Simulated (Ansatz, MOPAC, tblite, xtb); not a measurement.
Interaction energy of C3H8 ··· COS (SMILES CCC and O=C=S). Monomers: optimised at B3LYP-D3(BJ) (def2-TZVP), held rigid. Orientation: a higher rigid-body minimum at GFN2-xTB. Only R, the distance of the centres of mass, is varied, so the lowest point isn't the relaxed dimer.

Geometry at R = 4.20 Å (first 11 atoms: monomer A):
```
14

C      1.2831     0.1352    -0.0576
C     -0.0958    -0.3469    -0.5005
C     -1.2120     0.1223     0.4290
H      2.0664    -0.2108    -0.7347
H      1.5229    -0.2301     0.9442
H      1.3258     1.2268    -0.0282
H     -0.1002    -1.4398    -0.5520
H     -0.2958     0.0060    -1.5166
H     -2.1889    -0.2325     0.0950
H     -1.2512     1.2135     0.4747
H     -1.0543    -0.2436     1.4467
O     -3.3332    -1.9179    -1.6294
C     -2.5013    -2.3883    -2.2790
S     -1.3767    -3.0242    -3.1573
```

Levels of theory: GFN2-xTB (tblite); GFN1-xTB (xtb); PM3, restricted, heats of formation (MOPAC); CCSD(T)/aug-cc-pVDZ = CCSD(T) on RHF/aug-cc-pVDZ, frozen core, counterpoise-corrected (Ansatz, an electronic-structure program).

Interaction energies in kJ/mol; the last columns give the difference from CCSD(T):

```tsv
R / Å	GFN2-xTB	GFN1-xTB	PM3	CCSD(T)/aug-cc-pVDZ	GFN2-xTB − CCSD(T)/aug-cc-pVDZ	GFN1-xTB − CCSD(T)/aug-cc-pVDZ	PM3 − CCSD(T)/aug-cc-pVDZ
3.65	2.58	3.31	23.22	14.18	-11.60	-10.87	9.04
3.72	-0.32	0.19	18.97	8.95	-9.26	-8.76	10.02
4.01	-5.48	-5.05	6.88	-1.91	-3.57	-3.14	8.78
4.20	-5.93	-5.29	3.53	-3.95	-1.98	-1.35	7.48
4.33	-5.72	-4.96	2.33	-4.32	-1.40	-0.64	6.66
4.64	-4.67	-3.80	0.94	-3.86	-0.81	0.06	4.80
4.94	-3.56	-2.81	0.39	-2.93	-0.63	0.12	3.32
5.12	-2.97	-2.35	0.22	-2.41	-0.56	0.06	2.63
5.67	-1.64	-1.36	0.02	-1.28	-0.36	-0.08	1.30
6.45	-0.69	-0.64	-0.02	-0.55	-0.13	-0.08	0.53
7.32	-0.26	-0.28	-0.01	-0.24	-0.02	-0.04	0.23
8.65	-0.05	-0.10	0.00	-0.08	0.03	-0.01	0.08
```

GFN2-xTB is furthest from CCSD(T)/aug-cc-pVDZ at 3.65 (-11.60 kJ/mol, below); its mean absolute difference over the points is 2.53 kJ/mol.

GFN1-xTB is furthest from CCSD(T)/aug-cc-pVDZ at 3.65 (-10.87 kJ/mol, below); its mean absolute difference over the points is 2.10 kJ/mol.

PM3 is furthest from CCSD(T)/aug-cc-pVDZ at 3.72 (10.02 kJ/mol, above); its mean absolute difference over the points is 4.57 kJ/mol.
